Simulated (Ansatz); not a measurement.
Consider the cleavage of the Al–Si bond: `C[O][AlH][SiH2][SiH3]` + CH₃OH → `C[O][AlH][O]C` + `[SiH3][SiH3]`.

Program: Ansatz. Geometries: PBE0-D4/def2-TZVP. ΔE: electronic, gas phase. CCSD(T)/CBS is the MP2 limit (def2-TZVPP, def2-QZVPP) plus CCSD(T) − MP2 in def2-TZVPP, frozen cores. This one scheme is used for every species. DFT in def2-TZVPP. Each species was taken in one conformer, which may not be the lowest.

CCSD(T)/CBS gives -1.24 eV.

(1) Another level gave -1.36 eV. Which?
A. B2PLYP/def2-TZVPP
B. r2SCAN-D4/def2-TZVPP
C. PBE0/def2-TZVPP
D. CCSD/def2-TZVPP

Largest T1 diagnostic among the species: 0.014.

Answers

(1) A. B2PLYP -1.36, r2SCAN-D4 -1.23, CCSD/def2-TZVPP -1.30, PBE0 -1.11 eV.

The D4 term adds +0.04 eV with B3LYP and +0.03 eV with PBE0; it sums over pairs of atoms, weighted by their polarisabilities, and B3LYP, whose exchange is more repulsive, gets the larger term. From PBE to PBE0 (25 % exact exchange), in def2-TZVPP and without D4, ΔE moves by −0.05 eV.

B3LYP here is the variant with VWN-RPA as its local correlation; programs differ in this.
